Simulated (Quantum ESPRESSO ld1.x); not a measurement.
All-electron atom: La41+ in [Ne] 3s2 3p4. All-electron calculation, scalar-relativistic Kohn-Sham, PBE, spin-unpolarised, spherical densities, point nucleus. Program: ld1.x of Quantum ESPRESSO 7.5.

Radial electron density D(r) = 4 pi r^2 rho(r):

| r (bohr) | D(r) (e/bohr) |
|---|---|
| 0.001412 | 4.639 |
| 0.001592 | 5.652 |
| 0.001794 | 6.868 |
| 0.002007 | 8.217 |
| 0.002263 | 9.925 |
| 0.002552 | 11.94 |
| 0.002877 | 14.31 |
| 0.003244 | 17.07 |
| 0.003628 | 20.02 |
| 0.004091 | 23.62 |
| 0.004612 | 27.68 |
| 0.0052 | 32.18 |
| 0.005817 | 36.77 |
| 0.006558 | 42.03 |
| 0.007394 | 47.53 |
| 0.008337 | 53.11 |
| 0.0094 | 58.58 |
| 0.01051 | 63.34 |
| 0.01185 | 67.82 |
| 0.01337 | 71.36 |
| 0.01507 | 73.70 |
| 0.01686 | 74.63 |
| 0.01901 | 74.25 |
| 0.02143 | 72.59 |
| 0.02416 | 70.03 |
| 0.02724 | 67.20 |
| 0.03047 | 65.03 |
| 0.03435 | 64.01 |
| 0.03873 | 65.06 |
| 0.04367 | 68.51 |
| 0.04885 | 73.64 |
| 0.05508 | 80.25 |
| 0.0621 | 86.36 |
| 0.07001 | 89.95 |
| 0.07894 | 89.20 |
| 0.0883 | 83.73 |
| 0.09955 | 73.17 |
| 0.1122 | 59.70 |
| 0.1266 | 46.32 |
| 0.1416 | 36.61 |
| 0.1596 | 30.92 |
| 0.18 | 29.89 |
| 0.2029 | 31.32 |
| 0.2288 | 32.14 |
| 0.2559 | 30.29 |
| 0.2885 | 25.06 |
| 0.3253 | 17.83 |
| 0.3668 | 10.74 |
| 0.4102 | 5.694 |
| 0.4625 | 2.385 |
| 0.5215 | 0.8043 |
| 0.588 | 0.2131 |
| 0.663 | 0.04318 |
| 0.7415 | 0.007433 |
| 0.8361 | 0.0008182 |

D(r) has 3 maxima, at r = 0.0173, 0.0729, 0.225 bohr, and minima at 0.0346, 0.174 bohr, inside which lie 2.01, 10.49 electrons.
